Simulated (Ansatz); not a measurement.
Reaction (formal exchange of groups at the Si–Al bond): `N[Si](N)([AlH2])[SiH3]` + `C=C(S)Cl` → `N[Si](N)([SiH3])Cl` + `C=[C]([AlH2])S`

Computed with Ansatz on PBE0-D4/def2-TZVP structures; ΔE is electronic, products minus reactants. CCSD(T)/CBS is the MP2 limit (def2-TZVPP, def2-QZVPP) plus CCSD(T) − MP2 in def2-TZVPP, frozen cores. Functionals use def2-TZVPP. Each species was taken in one conformer, which may not be the lowest.

`N[Si](N)([AlH2])[SiH3]`:

```xyz
14

N    -0.199    1.360   -1.402
Si    0.122    0.364   -0.023
N     0.253    1.417    1.337
Al    2.183   -1.007   -0.014
Si   -1.738   -1.090    0.049
H     0.475    2.051   -1.695
H    -0.700    0.983   -2.191
H     0.863    1.193    2.105
H    -0.516    2.002    1.624
H     3.173   -1.031    1.239
H     2.557   -1.927   -1.261
H    -2.986   -0.392    0.475
H    -1.480   -2.187    1.029
H    -2.006   -1.735   -1.271
```

`C=C(S)Cl`:

```xyz
7

C     0.007   -0.233   -1.129
C    -0.176   -0.062    0.173
S     0.406    1.353    1.026
Cl   -1.113   -1.186    1.096
H     0.633    0.455   -1.682
H    -0.466   -1.050   -1.657
H     0.710    0.723    2.172
```

`N[Si](N)([SiH3])Cl`:

```xyz
12

N    -0.862   -1.567    0.228
Si   -0.076   -0.091    0.535
N    -1.289    1.028    0.970
Si    1.293    0.392   -1.302
Cl    1.207   -0.065    2.177
H    -1.550   -1.914    0.880
H    -0.386   -2.316   -0.248
H    -1.066    1.826    1.540
H    -2.065    1.201    0.352
H     0.472    0.661   -2.516
H     2.203   -0.749   -1.603
H     2.118    1.595   -1.014
```

`C=[C]([AlH2])S`:

Z-matrix (Å, degrees):
```
C
C 1 1.340
H 1 1.086 2 120.3
H 1 1.089 2 123.6 3 180.0
Al 2 1.942 1 118.3 3 -0.1
S 2 1.757 1 120.0 3 180.0
H 5 1.584 2 118.0 1 0.2
H 5 1.587 2 118.7 1 -179.8
H 6 1.342 2 97.6 1 180.0
```

(1) Is it downhill or uphill in electronic energy at CCSD(T)/CBS, and by how much? (Estimate.)

(2) What do these levels give: r2SCAN-D4, r2SCAN, PBE0, SCS-MP2/def2-TZVPP, MP2/def2-QZVPP, CCSD/CBS(def2)? (An estimate is asked.)

Largest T1 diagnostic among the species: 0.013.

Results:

(1) Ansatz gave: Downhill: ΔE = -51.6 kcal/mol.

(2) The calculation gave: r2SCAN-D4 -50.9, r2SCAN -50.8, PBE0 -48.1, SCS-MP2/def2-TZVPP -52.7, MP2/def2-QZVPP -54.1, CCSD/CBS(def2) -52.3 kcal/mol.

From PBE to PBE0 (25 % exact exchange), in def2-TZVPP and without D4, ΔE moves by −2.8 kcal/mol. In def2-TZVPP, CCSD(T) changes the Hartree–Fock value by +5.0 kcal/mol (the triples alone add +0.7 kcal/mol) and MP2 by +2.3 kcal/mol.
